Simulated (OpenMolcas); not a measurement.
Co3+ (d6) among equal point charges was computed by CASSCF with the d shell active (OpenMolcas, ANO-RCC-VTZP on the metal). Its lowest spin-free states, and all those of the highest spin:

| 2S+1 | Degeneracy | E (cm-1) |
| --- | --- | --- |
| 5 | 2 | 0.0 |
| 5 | 2 | 2083 |
| 5 | 1 | 9698 |
| 3 | 1 | 23026 |
| 3 | 2 | 24405 |
| 3 | 2 | 24707 |
| 3 | 2 | 26933 |
| 3 | 2 | 27606 |
| 3 | 2 | 28149 |
| 3 | 1 | 28451 |
| 3 | 2 | 30433 |
| 3 | 2 | 31595 |

Problem. Is the site octahedral, tetrahedral or cube-like, axial, or of lower symmetry?

Solution. The states with 2S+1 = 5 have orbital degeneracies 2, 2, 1. There are pairs but no triples, so the site is axial: not cubic, but with a proper or improper axis of order three or more. The run had Co3+ among 5 point charges of -2.6 e arranged as a trigonal bipyramid (D3h), 1.92 Å from the ion, with the axial distance 1.824 Å. The active orbitals were held to one l.

An orbital doublet at a regular site is open to a Jahn-Teller distortion, which this geometry leaves out. Without dynamic correlation the repulsion within the d shell is too large (B by tens of per cent), so at a given field states of lower spin stand too high. Point charges give a weaker field than real ligands, and real ions of this kind are often low spin; the high spin found here belongs to the model. Point charges carry no covalency, so the field is a model and not that of real ligands. An unlabelled pair can be two single states that coincide in this model. No measured value stands beside these numbers.
